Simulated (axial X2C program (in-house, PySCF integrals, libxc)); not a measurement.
SrO⁺: properties at the nuclei

Calculated with an in-house all-electron X2C program for linear molecules (integrals from PySCF): two-component X2C with atomic mean-field Coulomb and Gaunt terms, Gaussian nuclei, basis Sr dyall-cv3z, O dyall-av3z with contracted cores.

R = 2.108 Å (near the PBE0 minimum at charge 1 of the determinant lowest at the starting distance; the state shown can have its own minimum elsewhere).

Determinant lowest in the PBE0 search, Ω = 3/2 (⟨Sz⟩ = 0.50, ⟨Lz⟩ = 1.00 at PBE0), spin on the atoms Sr -0.01, O 0.51:

```json
{"level": "PBE0", "Eeff magnitude (GV/cm)": "0.0542", "Ws magnitude Sr (kHz)": "0.0148", "A∥/gI Sr (MHz)": "0.215", "qzz Sr (a.u.)": "-1.44", "A∥/gI O (MHz)": "191", "qzz O (a.u.)": "-1.57"}
{"level": "HF", "Eeff magnitude (GV/cm)": "0.116", "Ws magnitude Sr (kHz)": "0.0365", "A∥/gI Sr (MHz)": "-9.48", "qzz Sr (a.u.)": "-1.49", "A∥/gI O (MHz)": "203", "qzz O (a.u.)": "-1.62"}
{"level": "r2SCAN", "Eeff magnitude (GV/cm)": "0.0429", "Ws magnitude Sr (kHz)": "0.0124", "A∥/gI Sr (MHz)": "3.49", "qzz Sr (a.u.)": "-1.47", "A∥/gI O (MHz)": "194", "qzz O (a.u.)": "-1.67"}
{"level": "PBE50", "Eeff magnitude (GV/cm)": "0.0681", "Ws magnitude Sr (kHz)": "0.0197", "A∥/gI Sr (MHz)": "-1.71", "qzz Sr (a.u.)": "-1.43", "A∥/gI O (MHz)": "194", "qzz O (a.u.)": "-1.56"}
{"level": "TPSSh", "Eeff magnitude (GV/cm)": "0.0484", "Ws magnitude Sr (kHz)": "0.013", "A∥/gI Sr (MHz)": "5.27", "qzz Sr (a.u.)": "-1.44", "A∥/gI O (MHz)": "180", "qzz O (a.u.)": "-1.64"}
```

Eeff is the effective electric field on the electron electric dipole moment in this Ω state and Ws the scalar–pseudoscalar constant of the nucleus named (defined with the proton number Z and per Ω); A∥ (defined per Ω) follows by multiplying with gI = μI/(I μN); qzz is the electric field gradient, eQq0 = 234.96 MHz × Q/barn × qzz. The operators were transformed with the bare-nucleus X2C matrices; with these basis sets, hyperfine constants and field gradients can be off by tens of per cent, and where levels differ in sign neither size nor sign is settled.

With Q(87Sr) = 0.305 barn, gI(17O) = -0.7575, Q(17O) = -0.02558 barn (g factors from the IAEA table of nuclear moments by Stone; Q from Pyykkö, Mol. Phys. 2018), turn the PBE0 values of the first state into constants in MHz.

eQq0(87Sr) = 234.96 × (0.305) × (-1.44) = -103 MHz; A∥(17O) = 191 × -0.7575 = -145 MHz; eQq0(17O) = 234.96 × (-0.02558) × (-1.57) = 9.44 MHz.

Each state is one determinant with collinear spin. Unrestricted Hartree–Fock can overshoot spin polarisation at the nuclei. Where Eeff spreads by more than a factor of two the levels disagree and none is to be relied on. The search compared states at one distance, so a state with another bond length can lie lower. Further determinants of the search, some of them spin-mixed, are not shown. Where a field gradient or hyperfine factor spreads by more than a factor of two over the levels, a constant derived from it is not to be relied on.
